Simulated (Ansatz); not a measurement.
Isolated molecules relaxed with PBE0-D4/def2-TZVP in Ansatz; ΔE leaves out vibrations. CCSD(T)/CBS is the MP2 limit (def2-TZVPP, def2-QZVPP) plus CCSD(T) − MP2 in def2-TZVPP, frozen cores. Functionals use def2-TZVPP. For Ge outer-core shells are correlated without core-valence functions, which leaves a few kJ/mol of doubt a bond. Scalar relativity is left out up to krypton. One conformer a species, not always the lowest.

Reaction (ligand exchange at a B–C bond): `BCC(C)[SiH3]` + `C=C[NH][GeH3]` → `B[N]([GeH3])C=C` + `CC(C)[SiH3]`

```
          species  r2SCAN energy (Eh)
   `BCC(C)[SiH3]`          -435.18381
  `C=C[NH][GeH3]`         -2212.11545
`B[N]([GeH3])C=C`         -2237.58179
    `CC(C)[SiH3]`          -409.77233
```

Task: Work out ΔE.

Result: ΔE = (-2237.58179) + (-409.77233) − (-435.18381) − (-2212.11545) = -0.05486 Eh = -144.0 kJ/mol. CCSD(T)/CBS gives -151.2 kJ/mol.

Largest T1 diagnostic among the species: 0.013.

In def2-TZVPP, CCSD(T) changes the Hartree–Fock value by −15.3 kJ/mol (the triples alone add −3.1 kJ/mol) and MP2 by −16.8 kJ/mol. The D4 term adds −3.7 kJ/mol with B3LYP and −1.7 kJ/mol with PBE0; it sums over pairs of atoms, weighted by their polarisabilities, and B3LYP, whose exchange is more repulsive, gets the larger term.

B3LYP here is the variant with VWN-RPA as its local correlation; programs differ in this.
